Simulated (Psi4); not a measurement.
dilithium (Li₂), singlet, at a GFN2-xTB geometry (such geometries of metal compounds can be far from the true shape); SVWN/cc-pVTZ in Psi4 1.11.

Here is a job for Psi4.
```
memory 2 GB

molecule {
0 1
Li   -0.00000000   -0.00000000   -1.14955939
Li    0.00000000    0.00000000    1.14955939
symmetry c1
}

set {
  basis cc-pvtz
}

energy('svwn')
print_variables()
```

Output, abridged:

```
   => Loading Basis Set <=

    Name: CC-PVTZ
    Role: ORBITAL
    Keyword: BASIS

         ---------------------------------------------------------
                                   SCF
               by Justin Turney, Rob Parrish, Andy Simmonett
                          and Daniel G. A. Smith
                              RKS Reference
         ---------------------------------------------------------

  ==> Geometry <==

    Molecular point group: c1
    Full point group: D_inf_h

    Geometry (in Angstrom), charge = 0, multiplicity = 1:

       Center              X                  Y                   Z               Mass
    ------------   -----------------  -----------------  -----------------  -----------------
         LI           0.000000000000     0.000000000000    -1.149559390000     7.016003436600
         LI           0.000000000000     0.000000000000     1.149559390000     7.016003436600

  Running in c1 symmetry.

  Rotational constants: A = ************  B =      0.90910  C =      0.90910 [cm^-1]
  Rotational constants: A = ************  B =  27254.27188  C =  27254.27188 [MHz]
  Nuclear repulsion =    2.071487100823038

  Charge       = 0
  Multiplicity = 1
  Electrons    = 6
  Nalpha       = 3
  Nbeta        = 3

  ==> Algorithm <==

  SCF Algorithm Type is DF.
  DIIS enabled.
  MOM disabled.
  Fractional occupation disabled.
  Guess Type is SAD.
  Energy threshold   = 1.00e-06
  Density threshold  = 1.00e-06
  Integral threshold = 1.00e-12

  ==> Primary Basis <==

  Basis Set: CC-PVTZ
    Blend: CC-PVTZ
    Number of shells: 20
    Number of basis functions: 60
    Number of Cartesian functions: 70
    Spherical Harmonics?: true
    Max angular momentum: 3

  ==> DFT Potential <==

   => LibXC <=

    Version 7.1.2
    S. Lehtola, C. Steigemann, M. J. T. Oliveira, and M. A. L. Marques,  SoftwareX 7, 1–5 (2018) (10.1016/j.softx.2017.11.002)

   => Composite Functional: SVWN <=

    Slater exchange
    Vosko, Wilk & Nusair (VWN5_RPA)
    P. A. M. Dirac,  Math. Proc. Cambridge Philos. Soc. 26, 376 (1930) (10.1017/S0305004100016108)
    F. Bloch,  Z. Phys. 57, 545 (1929) (10.1007/BF01340281)
    S. H. Vosko, L. Wilk, and M. Nusair,  Can. J. Phys. 58, 1200 (1980) (10.1139/p80-159)

    Deriv               =              1
    GGA                 =          FALSE
    Meta                =          FALSE

    Exchange Hybrid     =          FALSE
    MP2 Hybrid          =          FALSE

   => Exchange Functionals <=

    1.0000         XC_LDA_X

   => Correlation Functionals <=

    1.0000   XC_LDA_C_VWN_RPA

   => LibXC Density Thresholds  <==

    XC_LDA_C_VWN_RPA:  1.00E-15
    XC_LDA_X:  1.00E-15

   => Molecular Quadrature <=

    Radial Scheme          =       TREUTLER
    Pruning Scheme         =           NONE
    Nuclear Scheme         =       TREUTLER

    Blocking Scheme        =         OCTREE
    BS radius alpha        =              1
    Pruning alpha          =              1
    Radial Points          =             75
    Spherical Points       =            302
    Total Points           =          44164
    Total Blocks           =            446
    Max Points             =            254
    Max Functions          =             60
    Weights Tolerance      =       1.00E-15

   => Loading Basis Set <=

    Name: (CC-PVTZ AUX)
    Role: JKFIT
    Keyword: DF_BASIS_SCF

  ==> Integral Setup <==

  SCF_SUBTYPE=INCORE selected. In-core MEM_DF algorithm will be used.
  Using in-core AOs.

  ==> MemDFJK: Density-Fitted J/K Matrices <==

    J tasked:                   Yes
    K tasked:                    No
    wK tasked:                   No
    Algorithm:                 Core
    Schwarz Cutoff:           1E-12
    Mask sparsity (%):       0.0000
    Fitting Condition:        1E-10

   => Auxiliary Basis Set <=

  Basis Set: (CC-PVTZ AUX)
    Blend: DEF2-UNIVERSAL-JKFIT
    Number of shells: 34
    Number of basis functions: 102
    Number of Cartesian functions: 120
    Spherical Harmonics?: true
    Max angular momentum: 3

  Minimum eigenvalue in the overlap matrix is 6.5221250598E-04.
  Reciprocal condition number of the overlap matrix is 1.1754144018E-04.
    Using symmetric orthogonalization.

  ==> Pre-Iterations <==

  SCF Guess: Superposition of Atomic Densities via on-the-fly atomic UHF (no occupation information).

   -------------------------
    Irrep   Nso     Nmo
   -------------------------
     A         60      60
   -------------------------
    Total      60      60
   -------------------------

  ==> Iterations <==

                           Total Energy        Delta E     RMS |[F,P]|

   @DF-RKS iter SAD:   -14.67776090678506   -1.46778e+01   0.00000e+00
   @DF-RKS iter   1:   -14.78652889836038   -1.08768e-01   2.15128e-03 DIIS/ADIIS
   @DF-RKS iter   2:   -14.80399767969977   -1.74688e-02   1.54384e-03 DIIS/ADIIS
   @DF-RKS iter   3:   -14.82757620995984   -2.35785e-02   9.69689e-05 DIIS
   @DF-RKS iter   4:   -14.82761869507483   -4.24851e-05   1.50230e-05 DIIS
   @DF-RKS iter   5:   -14.82762029909841   -1.60402e-06   4.64675e-06 DIIS
   @DF-RKS iter   6:   -14.82762046932060   -1.70222e-07   1.81647e-07 DIIS
  Energy and wave function converged.

  ==> Post-Iterations <==

   Electrons on quadrature grid:
      Ntotal   =    6.0000000062 ; deviation = 6.154e-09

    Orbital Energies [Eh]
    ---------------------

    Doubly Occupied:

       1A     -1.856335     2A     -1.854311     3A     -0.136822

    Virtual:

       4A     -0.075430     5A     -0.068217     6A     -0.068217
       7A     -0.043338     8A     -0.004791     9A     -0.004791
      10A      0.019007    11A      0.027679    12A      0.027679
      13A      0.029545    14A      0.045185    15A      0.065580
      16A      0.065580    17A      0.083623    18A      0.083623
      19A      0.090454    20A      0.138705    21A      0.139095
      22A      0.139095    23A      0.157527    24A      0.157527
      25A      0.179546    26A      0.230924    27A      0.230924
      28A      0.266784    29A      0.266784    30A      0.276201
      31A      0.276201    32A      0.279835    33A      0.325257
      34A      0.360845    35A      0.360845    36A      0.407385
      37A      0.407721    38A      0.407721    39A      0.428191
      40A      0.464461    41A      0.464461    42A      0.512810
      43A      0.512810    44A      0.537694    45A      0.537694
      46A      0.556491    47A      0.556492    48A      0.600658
      49A      0.600658    50A      0.620635    51A      0.625457
      52A      0.626666    53A      0.626666    54A      0.643223
      55A      0.643223    56A      0.808095    57A      0.808095
      58A      0.862374    59A      2.658542    60A      2.876571

    Final Occupation by Irrep:
              A
    DOCC [     3 ]
    NA   [     3 ]
    NB   [     3 ]

  @DF-RKS Final Energy:   -14.82762046932060

   => Energetics <=

    Nuclear Repulsion Energy =              2.0714871008230382
    One-Electron Energy =                 -23.6718296879529611
    Two-Electron Energy =                  10.2709980804808811
    DFT Exchange-Correlation Energy =      -3.4982759626715603
    Empirical Dispersion Energy =           0.0000000000000000
    VV10 Nonlocal Energy =                  0.0000000000000000
    Total Energy =                        -14.8276204693206015

Computation Completed

Properties will be evaluated at   0.000000,   0.000000,   0.000000 [a0]

Properties computed using the SCF density matrix

 Multipole Moments:

 ------------------------------------------------------------------------------------
     Multipole            Electronic (a.u.)      Nuclear  (a.u.)        Total (a.u.)
 ------------------------------------------------------------------------------------

 L = 1.  Multiply by 2.5417464519 to convert [e a0] to [Debye]
 Dipole X            :         -0.0000000            0.0000000           -0.0000000
 Dipole Y            :          0.0000000            0.0000000            0.0000000
 Dipole Z            :          0.0000000            0.0000000            0.0000000
 Magnitude           :                                                    0.0000000

 ------------------------------------------------------------------------------------

  Variable Map:
  ----------------------------------------------------------------------------
  "CURRENT ENERGY"              =>     -14.827620469321
  "CURRENT REFERENCE ENERGY"    =>     -14.827620469321
  "DD SOLVATION ENERGY"         =>       0.000000000000
  "DFT FUNCTIONAL TOTAL ENERGY" =>     -14.827620469321
  "DFT TOTAL ENERGY"            =>     -14.827620469321
  "DFT VV10 ENERGY"             =>       0.000000000000
  "DFT XC ENERGY"               =>      -3.498275962672
  "GRID ELECTRONS ALPHA"        =>       3.000000003077
  "GRID ELECTRONS BETA"         =>       3.000000003077
  "GRID ELECTRONS TOTAL"        =>       6.000000006154
  "NUCLEAR REPULSION ENERGY"    =>       2.071487100823
  "ONE-ELECTRON ENERGY"         =>     -23.671829687953
  "PCM POLARIZATION ENERGY"     =>       0.000000000000
  "PE ENERGY"                   =>       0.000000000000
  "SCF ITERATION ENERGY"        =>     -14.827620469321
  "SCF ITERATIONS"              =>       6.000000000000
  "SCF TOTAL ENERGY"            =>     -14.827620469321
  "TWO-ELECTRON ENERGY"         =>      10.270998080481
  "XC GRID RADIAL POINTS"       =>      75.000000000000
  "XC GRID SPHERICAL POINTS"    =>     302.000000000000
  "XC GRID TOTAL POINTS"        =>   44164.000000000000

  Array Variable Map:
  ----------------------------------------------------------------------------
  "CURRENT DIPOLE"              =>      -0.000000000000 ... 0.000000000003 1 by 3
  "SCF DIPOLE"                  =>      -0.000000000000 ... 0.000000000003 1 by 3
  "SCF TOTAL ENERGIES"          =>     -14.677760906785 ... -14.827620469321 1 by 7
```
